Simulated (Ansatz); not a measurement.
Basis-set extrapolation for `CN1[SiH2]C1F` (PBE0-D4/def2-TZVP geometry, frozen core, Ansatz). Multiplicity 1, RHF reference.

```json
{"": "HF", "def2-TZVPP": "-522.102107", "def2-QZVPP": "-522.122106"}
{"": "MP2 correlation", "def2-TZVPP": "-0.914253", "def2-QZVPP": "-0.983723"}
{"": "CCSD(T) correlation", "def2-TZVPP": "-0.987417", "def2-QZVPP": "not run"}
```

Energies in hartree. Use E(X) = E(∞) + A·exp(−7.88·√X) for Hartree–Fock and E(X) = E(∞) + B·X^(−2.97) for correlation, with X = 3 and 4, and add CCSD(T) minus MP2 of the smaller set to the MP2 limit.

Question: What is the CCSD(T) energy at the basis-set limit?

Answer: HF limit: -522.122106 + (-0.019999) × 0.13774 = -522.12486. MP2 limit: -0.983723 + (-0.069470) × 0.74074 = -1.03518. Higher-order term: -0.987417 − (-0.914253) = -0.07316. Total: -523.23320 hartree, 90.2 kcal/mol below CCSD(T)/def2-TZVPP.
